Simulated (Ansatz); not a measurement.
C₂HBrFN, SMILES `N#CC(F)Br`, relaxed with RKS PBE-D4/def2-SVP in the Gaussian-basis code of Ansatz from a rough embedded geometry. The force threshold is 0.03 eV/Å; the program also tests the step.

Charge 0, multiplicity 1.

Start:

```xyz
6

N    -1.231   -0.456    1.809
C    -0.570   -0.205    0.868
C     0.240    0.182   -0.294
F     1.458    0.590    0.064
Br    0.320   -1.189   -1.643
H    -0.218    1.078   -0.804
```

**Question.** By how much does the energy fall, and how many steps does the optimiser take? (Best estimate.)

**Answer.** Computed: 1.86 kcal/mol, in 5 steps.

**Question.** Which bonds change most? (An estimate is asked.)

**Answer.** The calculation gave: C3–Br5 from 1.925 to 1.973 Å; C3–F4 from 1.333 to 1.358 Å; C3–H6 from 1.128 to 1.110 Å; N1–C2 from 1.176 to 1.171 Å.

**Question.** Give the relaxed structure. (An estimate is asked.)

**Answer.** Computed: 
```xyz
6

N    -1.210   -0.493    1.783
C    -0.571   -0.187    0.851
C     0.236    0.238   -0.295
F     1.492    0.576    0.095
Br    0.294   -1.226   -1.615
H    -0.241    1.091   -0.820
```
